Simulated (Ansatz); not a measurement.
`F[SiH2][NH][GeH3]` and `C[SiH2][NH][GeH3]` differ in one atom or group.

Ansatz, PBE0-D4/def2-TZVP geometries, multiplicity 1. Each molecule was computed in one conformer, which needn't be the lowest.

Scalar relativity is left out up to krypton.

```json
{"property": "LUMO energy (ωB97M-V/def2-TZVPP) / eV", "`F[SiH2][NH][GeH3]`": "1.73"}
{"property": "HOMO energy (PBE/def2-TZVPP) / eV", "`F[SiH2][NH][GeH3]`": "-6.52"}
{"property": "LUMO energy (B3LYP/def2-TZVPP) / eV", "`F[SiH2][NH][GeH3]`": "-0.16"}
{"property": "HOMO energy (ωB97M-V/def2-TZVPP) / eV", "`F[SiH2][NH][GeH3]`": "-10.22"}
{"property": "size of the dipole moment (B3LYP/def2-TZVPP) / D", "`F[SiH2][NH][GeH3]`": "2.00"}
{"property": "size of the dipole moment (ωB97M-V/def2-TZVPP) / D", "`F[SiH2][NH][GeH3]`": "2.00"}
```

(1) What does the change do to each property? (Best estimate.)

Answers

(1) Computed: 
```
                                          property  `C[SiH2][NH][GeH3]`  shift
             LUMO energy (ωB97M-V/def2-TZVPP) / eV                 1.90   0.17
                 HOMO energy (PBE/def2-TZVPP) / eV                -5.80   0.72
               LUMO energy (B3LYP/def2-TZVPP) / eV                 0.04   0.20
             HOMO energy (ωB97M-V/def2-TZVPP) / eV                -9.42   0.80
  size of the dipole moment (B3LYP/def2-TZVPP) / D                 1.04  -0.96
size of the dipole moment (ωB97M-V/def2-TZVPP) / D                 1.05  -0.95
```

With PBE0 the HOMO rises by 0.77 eV and the LUMO rises by 0.19 eV, so the gap narrows by about 0.58 eV. PBE moves the HOMO by 0.72 eV and ωB97M-V by 0.80 eV. The zero-point energy changes by 86.8 kJ/mol with +9 modes. Dipoles are sizes alone; their direction can turn.

B3LYP here is the variant with VWN-RPA as its local correlation; programs differ in this.

Positive LUMOs are unbound, so they and the gaps depend on the basis.
